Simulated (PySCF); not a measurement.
Computed XPS line lists of a few unrelated compounds.

Method: delta-SCF UKS SCAN, pcX-2 on the ionised atom, pcseg-1 elsewhere, spin-free X2C in PySCF. Geometries: PBE0-D3(BJ)/def2-SVP; isolated species, one conformer each.

Line lists (1s up to Mg, 2p3/2 beyond, nothing for Ge; areas count atoms within a level, one atom standing for each set equivalent by bonding):
1. C 1s: 290.04 (area 2), 290.08 (area 2), 290.27 (area 2) eV; Si 2p3/2: 106.78 eV
2. Be 1s: 121.81 eV
3. F 1s: 690.10 eV; P 2p3/2: 138.22 eV

Structures:
A. `[F][Ge]([F])([F])([F])(<-[PH3])<-[PH3]`
B. `C#C[Si](C)(C)C#C`
C. `[H][Be][H]`

**Question.** Match each list to its structure.

**Answer.** 
- 1 = B: no other candidate has this set of levels. C 1s: 290.04 carbon bonded to C and Si (×2), 290.08 carbon bonded to Si and 3 H (×2), 290.27 carbon bonded to C and H (×2); Si 2p3/2: 106.78 silicon bonded to 4 C.
- 2 = C: no other candidate has this set of levels. Be 1s: 121.81 beryllium bonded to 2 H.
- 3 = A: no other candidate has this set of levels. F 1s: 690.10 fluorine bonded to Ge (×4); P 2p3/2: 138.22 phosphorus bonded to Ge and 3 H (×2).

For 2p shells one spin-free hole was relaxed; a mean-field spin–orbit operator and the ground-state splitting of the three 2p orbitals were then diagonalised within the shell. The shell's mean is (2 × 2p3/2 + 2p1/2)/3, and the degeneracies 2j + 1 give areas of 2:1. 1 of these hole states is spin-contaminated (⟨S²⟩ 0.86, against 0.75; counted from 0.85) and less certain.
